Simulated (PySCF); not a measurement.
# How the method changes the shape and vibrations of AlBClH2O

These are calculations, not measurements. They come from PySCF 2.14.0, an open-source quantum chemistry program, on an isolated molecule that a program drew, which may never have been made. The molecule is AlBClH2O (charge 0, doublet), drawn as the SMILES string `O[B][AlH][Cl]`.

The geometry was optimised and harmonic frequencies were computed with HF and MP2, all in the cc-pV(D+d)Z basis, for the commonest isotopes, with a restricted reference for singlets and an unrestricted one otherwise, and a frozen core in MP2. Each result is a local minimum of its method.

Geometry at the HF minimum:
```xyz
6
AlBClH2O, angstrom
O     0.9412    2.3108   -1.2465
B     0.0309    2.1412   -2.1764
Al   -1.3192    1.7900   -3.6369
Cl   -3.1451    0.8564   -3.0688
H     0.8925    3.1291   -0.7666
H    -1.0957    2.2093   -5.1293
```

Lengths of the bonds as drawn, in Å (atoms numbered as above):
```
bond,HF,MP2
O1-B2,1.312,1.327
B2-Al3,2.020,2.026
Al3-Cl4,2.128,2.123
O1-H5,0.950,0.973
Al3-H6,1.566,1.568
```

Rotational constants, in GHz:
```
constant     HF    MP2
       A  13.11  12.99
       B  1.728  1.723
       C  1.533  1.528
```

Harmonic frequencies in cm^-1, each column in rising order, so a row needn't be the same motion in every method:
| rank | HF | MP2 |
|---|---|---|
| 1 | 104 | 97 |
| 2 | 107 | 146 |
| 3 | 361 | 341 |
| 4 | 379 | 360 |
| 5 | 476 | 461 |
| 6 | 483 | 469 |
| 7 | 557 | ? |
| 8 | 684 | 657 |
| 9 | 1047 | 960 |
| 10 | 1539 | 1494 |
| 11 | 2041 | 2011 |
| 12 | 4086 | 3776 |

**Estimate the missing MP2 frequency from the HF column.**

A single factor s that minimises the squared misfit of MP2 against s times HF over the other rows is sum(HF x MP2) / sum(HF^2) = 0.9401, with an rms misfit of 41 cm^-1. For rank 7 it gives 0.9401 x 557 = 524 cm^-1. The calculation gives 551 cm^-1, 27 cm^-1 above the estimate. The drawn bonds are on average 0.8 % longer in MP2 than in HF.
